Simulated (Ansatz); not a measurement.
Basis-set series for CH2AlBO. The species carries charge 0 and has multiplicity 1. The bonds changed during the relaxation, so this is another structure than the one it started from. The geometry is a stationary point of PBE0-D4/def2-TZVP.

```tsv
atom	x (Å)	y (Å)	z (Å)
O1	0.735	-1.962	-1.127
C2	0.503	-0.851	-0.905
B3	0.191	0.512	-0.570
Al4	-0.589	0.455	1.208
H5	0.382	1.460	-1.261
H6	-1.221	0.387	2.656
```

| functional | basis | functions | energy (Eh) | HOMO (eV) | LUMO (eV) |
| --- | --- | --- | --- | --- | --- |
| PBE0-D4 | def2-TZVPP | 163 | -381.53250 | -5.58 | -2.28 |
| PBE0-D4 | def2-QZVPP | 301 | -381.54726 | -5.59 | -2.29 |
| ωB97M-V | def2-TZVPP | 163 | -381.74168 | -7.45 | -0.58 |
| ωB97M-V | def2-QZVPP | 301 | -381.75570 | -7.46 | -0.66 |

**Question.** Give the rows for def2-SVP. (Best estimate.)

**Answer.** Computed: 
```
functional     basis  functions  energy (Eh)  HOMO (eV)  LUMO (eV)
   PBE0-D4  def2-SVP         70   -381.28821      -5.54      -2.25
   ωB97M-V  def2-SVP         70   -381.49175      -7.36      -0.49
```
